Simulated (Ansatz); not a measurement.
One change: `[CH3][Sc]([NH2])[Cl]` becomes `[NH2][Sc]([OH])[Cl]`.

Ansatz, PBE0-D4/def2-TZVP geometries, multiplicity 1. Each molecule was computed in one conformer, which needn't be the lowest.

Scalar relativity is left out up to krypton.

```json
{"property": "size of the dipole moment (B3LYP/def2-TZVPP) / D", "`[CH3][Sc]([NH2])[Cl]`": "2.75"}
{"property": "LUMO energy (B3LYP/def2-TZVPP) / eV", "`[CH3][Sc]([NH2])[Cl]`": "-2.33"}
{"property": "LUMO energy (PBE/def2-TZVPP) / eV", "`[CH3][Sc]([NH2])[Cl]`": "-2.89"}
{"property": "HOMO energy (B3LYP/def2-TZVPP) / eV", "`[CH3][Sc]([NH2])[Cl]`": "-6.98"}
{"property": "HOMO energy (PBE0/def2-TZVPP) / eV", "`[CH3][Sc]([NH2])[Cl]`": "-7.22"}
{"property": "size of the dipole moment (ωB97M-V/def2-TZVPP) / D", "`[CH3][Sc]([NH2])[Cl]`": "2.72"}
```

**Question.** Give the same properties after the change, and the shifts. (Best estimate.)

**Answer.** Computed: 
```
                                          property  `[NH2][Sc]([OH])[Cl]`  shift
  size of the dipole moment (B3LYP/def2-TZVPP) / D                   2.84   0.09
               LUMO energy (B3LYP/def2-TZVPP) / eV                  -2.19   0.14
                 LUMO energy (PBE/def2-TZVPP) / eV                  -2.73   0.16
               HOMO energy (B3LYP/def2-TZVPP) / eV                  -7.22  -0.24
                HOMO energy (PBE0/def2-TZVPP) / eV                  -7.44  -0.22
size of the dipole moment (ωB97M-V/def2-TZVPP) / D                   2.84   0.12
```

With PBE0 the HOMO falls by 0.22 eV and the LUMO rises by 0.14 eV, so the gap widens by about 0.36 eV. PBE moves the HOMO by -0.23 eV and ωB97M-V by -0.27 eV. Dipoles are sizes alone; their direction can turn.

B3LYP here is the variant with VWN-RPA as its local correlation; programs differ in this.
